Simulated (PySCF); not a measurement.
System: sum formula SiNHF$_{3}$, net charge -1, singlet state. It need not be the lowest isomer of its formula. Whether it binds its extra electron was not tested at this geometry. 
Geometry from a B3LYP-D3(BJ)/def2-TZVP (Ansatz) optimisation:
```
Si
N 1 1.6144
H 2 1.0113 1 118.63
F 1 1.6222 2 112.11 3 180.00
F 1 1.6368 2 120.78 3 -61.73
F 1 1.6368 2 120.78 3 61.73
```
Charge -1, spin multiplicity 1.

Dispersion corrections to the total energy (kcal/mol) from the dftd3 and dftd4 libraries through PySCF: D3(BJ) without and D4 with the three-body term, each with the damping fitted for the functional named.

```tsv
functional	D3(BJ)	D4
revPBE	-5.48	-9.88
BLYP	-4.73	-6.87
PW6B95	-1.09	-2.81
PBE0	-1.85	-2.51
TPSSh	?	-3.70
HSE06	?	-2.32
B3LYP	?	-4.93
```

Q: Complete the blanks.

A: 
- TPSSh, D3(BJ): -2.48
- HSE06, D3(BJ): -1.38
- B3LYP, D3(BJ): -3.87
